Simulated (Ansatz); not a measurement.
`[SiH3][SiH2][N]1[CH2][AlH]1`, relaxed with RKS PBE-D4/def2-SVP in the Gaussian-basis code of Ansatz from a rough embedded geometry. The force threshold is 0.03 eV/Å; the program also tests the step.

Charge 0, multiplicity 1.

Start:

```xyz
13

Si    0.095   -1.316   -1.872
Si   -0.214   -0.850    0.253
N    -0.906    0.796    0.339
C     0.189    1.860    0.501
Al   -0.550    1.442    2.166
H     1.036   -0.444   -2.488
H     0.635   -2.732   -1.965
H    -1.196   -1.303   -2.553
H    -1.115   -1.805    0.858
H     1.106   -0.951    0.947
H    -0.131    2.794   -0.026
H     1.222    1.482    0.196
H    -0.170    1.026    3.645
```

Q: By how much does the energy fall, and how many steps does the optimiser take? (An estimate is asked.)

A: The calculation gave: 115.06 kJ/mol, in 18 steps.

Q: Which bonds change most? (Estimate.)

A: Computed: N3–Al5 from 1.971 to 1.776 Å; Si1–Si2 from 2.197 to 2.364 Å; Si1–H6 from 1.423 to 1.509 Å; C4–Al5 from 1.870 to 1.935 Å.

Q: Give the relaxed structure. (Best estimate.)

A: The calculation gave: 
```xyz
13

Si   -0.235   -1.190   -1.925
Si    0.260   -1.174    0.387
N    -0.073    0.395    1.077
C     0.581    1.705    0.629
Al   -0.783    1.735    2.001
H     0.605   -0.181   -2.668
H     0.021   -2.545   -2.536
H    -1.685   -0.835   -2.153
H    -0.592   -2.199    1.092
H     1.712   -1.567    0.553
H     0.379    1.997   -0.425
H     1.667    1.786    0.852
H    -1.856    2.074    3.115
```
